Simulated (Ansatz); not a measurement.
Cost and result for the atomization energy of `[F][GeH2]` radical (4 atoms, 3 bonds).

Cartesian coordinates in Å:
```
F -0.780 -0.891 1.016
Ge 0.182 -0.264 -0.298
H -0.763 0.672 -1.091
H 1.361 0.483 0.373
```

Charge 0, multiplicity 2. Correlated methods include outer-core shells of Ge, which these sets cover unevenly. Scalar relativity is left out up to krypton. Geometry: relaxed with PBE0-D4/def2-TZVP. Program: Ansatz. All runs use 2 threads of a server CPU on a shared host. Times are those of one run each, without the atoms' runs, and a repeat can differ threefold. Electronic energies, without spin–orbit coupling; frozen cores. CCSD(T)/CBS adds CCSD(T) − MP2 in def2-TZVPP to the MP2 limit, and its time is that of the two runs behind it. T1 = 0.014; ⟨S²⟩ of the reference is 0.75. With those shells the extrapolation isn't a true limit. HSE06 is the plane-wave form, built on full-range PBE exchange.

CCSD(T)/CBS is a level of theory with its own doubt, some kJ/mol a heavy atom from the limit and from the frozen cores, so smaller differences don't rank the functionals.

| level | functions | wall time |
| --- | --- | --- |
| LDA (SPW92)/def2-TZVPP | 107 | 0.71 s |
| PBE0-D4/def2-TZVPP | 107 | 1.4 s |
| PBE-D4/def2-TZVPP (with forces) | 107 | 1.4 s |
| CCSD(T)/def2-SVP | 56 | 1.5 s |
| HSE06-D4/def2-TZVPP | 107 | 1.6 s |
| CAM-B3LYP-D4/def2-TZVPP | 107 | 1.8 s |
| PBE-QIDH/def2-TZVPP | 107 | 2.1 s |
| B2PLYP/def2-TZVPP | 107 | 2.3 s |
| B97M-V/def2-TZVPP | 107 | 5.5 s |
| MP2/def2-QZVPP | 206 | 6 s |
| ωB97M-V/def2-TZVPP (with forces) | 107 | 6.5 s |
| CCSD(T)/def2-TZVPP | 107 | 8.5 s |
| CCSD(T)/CBS(def2) | – | 15 s |

Q: What atomization energy does each give, and how far from CCSD(T)/CBS? (Estimate.)

A: Computed: 
| level | atomization (kJ/mol) | difference from CCSD(T)/CBS | per bond |
| --- | --- | --- | --- |
| LDA (SPW92)/def2-TZVPP | 1188.3 | 160.5 | 53.5 |
| PBE0-D4/def2-TZVPP | 1008.0 | -19.8 | -6.6 |
| PBE-D4/def2-TZVPP (with forces) | 1034.3 | 6.5 | 2.2 |
| CCSD(T)/def2-SVP | 950.6 | -77.2 | -25.8 |
| HSE06-D4/def2-TZVPP | 1008.2 | -19.6 | -6.5 |
| CAM-B3LYP-D4/def2-TZVPP | 1034.2 | 6.4 | 2.1 |
| PBE-QIDH/def2-TZVPP | 1009.9 | -17.9 | -6.0 |
| B2PLYP/def2-TZVPP | 1016.9 | -10.9 | -3.7 |
| B97M-V/def2-TZVPP | 1045.0 | 17.2 | 5.7 |
| MP2/def2-QZVPP | 1033.0 | 5.2 | 1.7 |
| ωB97M-V/def2-TZVPP (with forces) | 1020.5 | -7.3 | -2.5 |
| CCSD(T)/def2-TZVPP | 1010.5 | -17.3 | -5.8 |
| CCSD(T)/CBS(def2) | 1027.8 | 0.0 | 0.0 |

From BLYP to BHLYP (50 % exact exchange), in def2-TZVPP and without D4, the atomization energy moves by −36.5 kJ/mol: exact exchange takes away binding that semilocal exchange gives to molecules. Leaving LDA and LC-ωPBE aside and taking each functional with its dispersion term where it has one, the values, not all of them listed here, spread over 58.2 kJ/mol, from BHLYP-D4 to B97M-V. LDA lies +157.7 kJ/mol from PBE without D4, its usual overbinding. At CCSD(T), def2-SVP lies −77.3 kJ/mol from the extrapolated value and def2-TZVPP −17.4 kJ/mol: correlation converges slowly with the basis, and small sets miss more of it in the bonded molecule than in its fragments.
